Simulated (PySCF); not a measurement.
Computed shifts of a molecule CH8FNSi2, KT2/pcSseg-1 in PySCF, GIAO, gas phase, atoms alike by connectivity averaged where their shifts nearly agree, in ppm (number of nuclei): ¹⁵N: 44.2 (1). ¹³C: 31.8 (1). ²⁹Si: 11.4 (1), -72.0 (1). ¹⁹F: -300.8 (1). ¹H: 6.02 (2), 3.90 (1), 3.67 (1), 3.18 (1), 3.02 (1), 0.47 (2). References: ¹⁵N against NH3 (σ = 266.2 ppm); ¹³C against TMS (σ = 185.1 ppm); ²⁹Si against TMS (σ = 361.9 ppm); ¹⁹F against CFCl3 (σ = 127.1 ppm); ¹H against TMS (σ = 31.47 ppm), references at their B3LYP-D3(BJ)/def2-TZVP geometries, non-relativistic. Geometry optimised at B3LYP-D3(BJ)/def2-SVP. The values are those of a single conformer.

**Question.** Which molecule gave these data?
A) NC[SiH2][SiH2]F
B) C[Si@@H](F)[SiH2]N
C) N[SiH2][SiH2]CF
D) CN[Si@H](F)[SiH3]

**Answer.** A, NC[SiH2][SiH2]F
